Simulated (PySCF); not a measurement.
## How methods differ on the electron affinity of Te

Te⁻ [Kr] 4d10 5s2 5p5 (2P) → Te [Kr] 4d10 5s2 5p4 (3P), as a difference of total energies. Computed with PySCF 2.14 in aug-cc-pwCVTZ-DK3 (10s9p7d4f1g, 109 functions), with the spin-free X2C one-electron Hamiltonian (Gaussian nucleus). Correlated levels: valence: [Kr] 4d10 frozen; valence and next inner shell: [Ar] 3d10 frozen. The calculations carry no spin-orbit coupling.

| method | electron affinity (eV) | plus first-order spin-orbit estimate | error of that sum (eV) |
| --- | --- | --- | --- |
| UHF | 1.055 | 1.024 | -0.947 |
| LDA | 2.324 | 2.293 | +0.322 |
| PBE | 2.074 | 2.043 | +0.072 |
| PBE0 | 2.028 | 1.997 | +0.026 |
| r2SCAN | 2.037 | 2.006 | +0.035 |
| HSE06 | 2.070 | 2.040 | +0.069 |
| B2PLYP | 1.999 | 1.969 | -0.002 |
| BLYP | 2.038 | 2.007 | +0.036 |
| MP2 (valence) | 1.855 | 1.824 | -0.147 |
| SCS-MP2 (valence) | 1.856 | 1.826 | -0.145 |
| MP2 (valence and next inner shell) | 1.914 | 1.884 | -0.087 |
| SCS-MP2 (valence and next inner shell) | 1.890 | 1.859 | -0.112 |

Reference: 1.971 eV (measured; photodetachment measurements, as compiled on the Wikipedia data page of electron affinities).

A first-order spin-orbit estimate (lowest level to lowest level, LS coupling) adds -0.031 eV.

Errors of the correlated levels include the incompleteness of this basis and the frozen core.

In the anion the highest occupied orbital energy is positive at LDA, PBE, r2SCAN, HSE06, BLYP, a self-interaction effect; the basis confines that electron, and the energy difference can still be sensible.
